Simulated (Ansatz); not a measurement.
Geometry optimisation, Ansatz, RKS PBE0-D4/6-31G*.

Input file:

```yaml
crystal:
  periodic: [false, false, false]
  atoms:
    - { symbol: Al, position_ang: [-0.146377, -0.264213, -0.04404] }
    - { symbol: O, position_ang: [-0.024719, -0.322751, 1.705754] }
    - { symbol: H, position_ang: [-0.847203, -0.502938, 2.176145] }
    - { symbol: O, position_ang: [1.220114, -0.477382, -1.021106] }
    - { symbol: H, position_ang: [2.082934, -0.592208, -0.611725] }
    - { symbol: F, position_ang: [-1.643102, -0.195972, -0.723841] }
    - { symbol: F, position_ang: [0.240708, 2.403842, 0.957545] }
    - { symbol: H, position_ang: [0.276045, 1.858222, 1.712168] }
basis:
  gaussian: { orbitals: "6-31G*" }
hamiltonian:
  xc: pbe0
  dispersion: d4
relax:
  f_tol: 0.03
  max_steps: 50
```

Run as:

```bash
$ ansatz run input.yaml --threads 2 --pin off --max-ram 3072MiB --backend cpu --events-out ev --progress --plain --runs-dir out
```

**Question.** Where does it end, and by what steps?

**Answer.** The run converged. After 22 steps the energy has fallen by 1.605 eV; H8 moved furthest, 1.17 Å. Parted: F7–H8. Joined: Al1–F7, O2–H8.

```csv
step,energy less start (eV),largest force component (eV/Å),accepted
0,0.0000,0.889,yes
1,-0.1992,0.519,yes
2,-0.4272,0.738,yes
3,-0.6034,0.890,yes
4,-0.6450,0.727,yes
5,-0.6995,0.479,yes
6,-0.6579,3.405,no
7,-0.7749,0.516,yes
8,-0.8741,1.083,yes
9,-0.9450,2.875,yes
10,-1.1390,1.394,yes
11,-1.4425,0.493,yes
12,-1.4961,0.820,yes
13,-1.5060,1.329,yes
14,-1.5543,0.788,yes
15,-1.5782,0.415,yes
16,-1.5934,0.300,yes
17,-1.4937,1.503,no
18,-1.6022,0.101,yes
19,-1.6039,0.045,yes
20,-1.6046,0.066,yes
21,-1.6036,0.272,no
22,-1.6047,0.012,yes
```

```xyz
8
Properties=species:S:1:pos:R:3
Al 0.056 0.355 -0.082
O -0.087 0.001 1.864
H -0.998 -0.313 1.992
O 1.249 -0.636 -0.792
H 2.133 -0.286 -0.931
F -1.532 -0.071 -0.341
F 0.368 1.976 0.169
H -0.030 0.881 2.272
```

Run time: 17 s on 2 threads of AMD EPYC 9B45 (Zen 5), with other jobs on the host, peak memory 0.18 GiB.
